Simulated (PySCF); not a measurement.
**Br⁻ (bromine, charge -1) across methods**

[Kr], closed-shell 1S. Computed with PySCF 2.14 in aug-cc-pVQZ-DK (8s7p5d3f2g, 93 functions), with the spin-free X2C one-electron Hamiltonian (Gaussian nucleus).

```tsv
method	E (hartree)	mean ε 3d (eV)	mean ε 4s (eV)	mean ε 4p (eV)	Σ⟨r²⟩ (bohr²)	⟨S²⟩
PBE	-2605.999	-58.067	-11.600	0.117	54.81	0.000
revPBE	-2606.177	-57.987	-11.532	0.163	54.79	0.000
wB97X-V	-2606.135	-64.777	-16.570	-3.296	53.33	0.000
r2SCAN	-2606.327	-59.086	-12.228	-0.103	53.50	0.000
UHF	-2604.50500	-76.638	-19.380	-3.745	53.02	0.000
wB97X	-2606.412	-64.780	-16.591	-3.319	53.52	0.000
PBE0	-2606.054	-62.865	-13.722	-1.001	53.62	0.000
LDA	-2602.623	-58.379	-11.785	-0.019	54.63	0.000
```

Estimate the same row for LC-wPBE.

E (hartree) = -2606.045; mean ε 3d (eV) = -63.394; mean ε 4s (eV) = -17.040; mean ε 4p (eV) = -3.604; Σ⟨r²⟩ (bohr²) = 52.66; ⟨S²⟩ = 0.000.

The highest occupied level is positive at PBE, revPBE: only the finite basis holds that electron, which in a density functional comes from self-interaction.
